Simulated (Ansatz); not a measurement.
Program: Ansatz. Geometries: PBE0-D4/def2-TZVP. ΔE: electronic, gas phase. CBS: MP2 limit from def2 TZ/QZ plus the TZ coupled-cluster correction, frozen cores. This one scheme is used for every species. DFT in def2-TZVPP. B3LYP here is the variant with VWN-RPA as its local correlation; programs differ in this. HSE06 is defined as in plane-wave codes. For As outer-core shells are correlated without core-valence functions, which leaves a few kJ/mol of doubt a bond. Scalar relativity is left out up to krypton. Each species was taken in one conformer, which may not be the lowest.

Consider the formal exchange of groups at the Si–O bond: `O[SiH2][AsH2]` + CH₄ → `C[SiH2][AsH2]` + H₂O.

`O[SiH2][AsH2]`:

```xyz
8

O     1.280    0.741    1.043
Si    0.047   -0.228    0.528
As   -0.948    0.932   -1.262
H     1.868    0.394    1.716
H     0.562   -1.575    0.151
H    -0.982   -0.418    1.589
H    -1.894   -0.238   -1.504
H     0.068    0.392   -2.259
```

CH₄:

Z-matrix (Å, degrees):
```
C
H 1 1.090
H 1 1.090 2 109.5
H 1 1.090 2 109.5 3 -120.0
H 1 1.090 2 109.5 3 120.0
```

`C[SiH2][AsH2]`:

Cartesian coordinates in Å:
```
C 0.809 0.590 1.180
Si -0.512 0.425 -0.136
As -0.635 -1.830 -0.848
H 0.853 1.615 1.555
H 1.791 0.333 0.777
H 0.602 -0.074 2.022
H -0.232 1.350 -1.269
H -1.847 0.775 0.423
H -1.486 -1.473 -2.059
H 0.658 -1.711 -1.645
```

H₂O:

Z-matrix (Å, degrees):
```
O
H 1 0.960
H 1 0.960 2 105.1
```

| level | ΔE (kcal/mol) | difference from CCSD(T)/CBS |
| --- | --- | --- |
| LDA (SPW92) | 19.8 | -0.9 |
| PBE-D4 | 19.4 | -1.3 |
| revPBE-D4 | 18.9 | -1.8 |
| r2SCAN-D4 | 21.8 | 1.1 |
| B97M-V | 22.9 | 2.2 |
| PBE0-D4 | 19.7 | -1.0 |
| B3LYP-D4 | 22.2 | 1.5 |
| r2SCANh-D4 | 21.7 | 1.0 |
| r2SCAN0-D4 | 21.5 | 0.8 |
| HSE06-D4 | 19.6 | -1.1 |
| BHLYP-D4 | 23.1 | 2.4 |
| ωB97X-V | 21.6 | 0.9 |
| ωB97M-V | 21.5 | 0.8 |
| B2PLYP | 22.8 | 2.1 |
| PBE-QIDH | 20.8 | 0.1 |
| PBE | 20.0 | -0.7 |
| revPBE | 20.0 | -0.7 |
| BLYP | 23.1 | 2.4 |
| r2SCAN | 21.9 | 1.2 |
| PBE0 | 20.2 | -0.5 |
| B3LYP | 23.1 | 2.4 |
| r2SCANh | 21.9 | 1.2 |
| r2SCAN0 | 21.7 | 1.0 |
| HSE06 | 20.2 | -0.5 |
| BHLYP | 24.0 | 3.3 |
| LC-ωPBE | 20.8 | 0.1 |
| RPA@PBE/def2-TZVPP | 21.1 | 0.4 |
| HF/def2-SVP | 22.9 | 2.2 |
| MP2/def2-SVP | 20.7 | 0.0 |
| CCSD/def2-SVP | 20.6 | -0.1 |
| CCSD(T)/def2-SVP | 20.3 | -0.4 |
| HF/def2-TZVPP | 25.2 | 4.5 |
| MP2/def2-TZVPP | 21.3 | 0.6 |
| SCS-MP2/def2-TZVPP | 22.3 | 1.6 |
| CCSD(T)/def2-TZVPP | 21.1 | 0.4 |
| HF/def2-QZVPP | 25.3 | 4.6 |
| SCS-MP2/def2-QZVPP | 22.1 | 1.4 |
| HF/CBS(def2) | 25.3 | 4.6 |
| MP2/CBS(def2) | 21.0 | 0.3 |
| CCSD/CBS(def2) | 21.1 | 0.4 |
| CCSD(T)/CBS | 20.7 | 0 |

Largest T1 diagnostic among the species: 0.011.

From BLYP to BHLYP (50 % exact exchange), in def2-TZVPP and without D4, ΔE moves by +0.8 kcal/mol. In def2-TZVPP, CCSD(T) changes the Hartree–Fock value by −4.1 kcal/mol (the triples alone add −0.5 kcal/mol) and MP2 by −3.9 kcal/mol.
